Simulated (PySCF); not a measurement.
C₄H₇FSi. Atoms are numbered in the order given.

```xyz
13

C      2.1509     1.5049    -1.1808
C      1.3045     0.5078    -1.1532
C      0.4305    -0.4666    -1.0880
Si    -0.9087    -0.4672     0.2068
C     -0.9027     1.1073     1.1924
F     -0.6430    -1.7254     1.2146
H      1.9531     2.3971    -1.7832
H      3.0853     1.4666    -0.6122
H      0.5044    -1.2913    -1.8105
H     -2.2291    -0.7357    -0.4319
H     -1.1713     1.9635     0.5545
H      0.0950     1.2988     1.6159
H     -1.6278     1.0511     2.0182
```
Charge 0, spin multiplicity 1.

Geometry optimised at PBE0-D3(BJ)/def2-SVP. The structure was generated by enumeration; whether it is a known compound was not checked. The values are those of a single conformer.

Level of theory: SMD-PBE0/def2-SVP run with PySCF.

Solvation free energies are E(SMD) − E(gas) at the gas-phase geometry, for 1 M in both phases. In vacuum the dipole moment is 2.06 D.

```json
[
 {"solvent": "water", "ΔG(solv) (kcal/mol)": "0.9", "its non-electrostatic (CDS) part": "5.4", "dipole (D)": "2.59"},
 {"solvent": "acetone", "ΔG(solv) (kcal/mol)": "-3.7", "its non-electrostatic (CDS) part": "0.5", "dipole (D)": "2.56"},
 {"solvent": "tetrahydrofuran", "ΔG(solv) (kcal/mol)": "-3.0", "its non-electrostatic (CDS) part": "0.7", "dipole (D)": "2.49"}
]
```
